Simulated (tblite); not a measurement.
Question: Write Cartesian coordinates for InChI=1S/C8H12O/c1-8-3-2-6(5-8)4-7(8)9/h6H,2-5H2,1H3/t6-,8-/m0/s1 as optimised with GFN2-xTB.

Answer: 
```
atom  x, y, z in Å
C1    -1.9007   -1.1906   -0.4267
C2    -0.6372   -0.4216   -0.1060
C3    -0.8415    1.0837    0.1909
C4     0.5645    1.6878    0.0142
C5     1.4296    0.4637   -0.3120
C6     1.5370   -0.3840    0.9558
C7     0.1215   -0.9058    1.1201
O8    -0.3153   -1.5362    2.0442
C9     0.4747   -0.3761   -1.1603
H10   -2.4212   -0.7403   -1.2695
H11   -1.6598   -2.2220   -0.6751
H12   -2.5615   -1.1938    0.4371
H13   -1.2419    1.2396    1.1924
H14   -1.5503    1.5028   -0.5237
H15    0.5857    2.4017   -0.8093
H16    0.9120    2.1997    0.9107
H17    2.3896    0.7076   -0.7646
H18    1.8637    0.1667    1.8377
H19    2.2146   -1.2294    0.8218
H20    0.8671   -1.3626   -1.4046
H21    0.1604    0.1258   -2.0737
```

Any rigid rotation of these coordinates is as good. Atoms count from 1 in this order. Of the pairs four or more bonds apart, H16···H18 is among the closest relative to their van der Waals radii: 2.43 Å, 101 % of the sum of Bondi's values. The 5-membered ring C2–C3–C4–C5–C9 has internal angles of 95.0° to 103.8°; it is puckered, 0.26 Å rms from its mean plane, widest ring torsion 56°. The C–C distances run from 1.513 Å (C1–C2, drawn single) to 1.548 Å (C2–C3, drawn single), a spread of 0.035 Å. The 5-membered ring C2–C7–C6–C5–C9 has internal angles of 95.0° to 105.6° (sum 506°, against 540° for a flat polygon); it is puckered, 0.25 Å rms from its mean plane, widest ring torsion 55°.

Bonds between heavy atoms (Å): C1–C2 1.513, C2–C3 1.548, C3–C4 1.540, C4–C5 1.534, C5–C6 1.529, C6–C7 1.518, C7=O8 1.201, C5–C9 1.529, C2–C7 1.521, C2–C9 1.533.

Computed geometry: GFN2-xTB, gas phase.

Point group: C1 (no symmetry element, even within 0.4 Å). Its GFN2-xTB frequencies are all real (lowest 107 cm⁻¹). 2 starts were optimised and ended at 0.00 and 0.03 kcal/mol (GFN2-xTB); the lowest of these is shown.
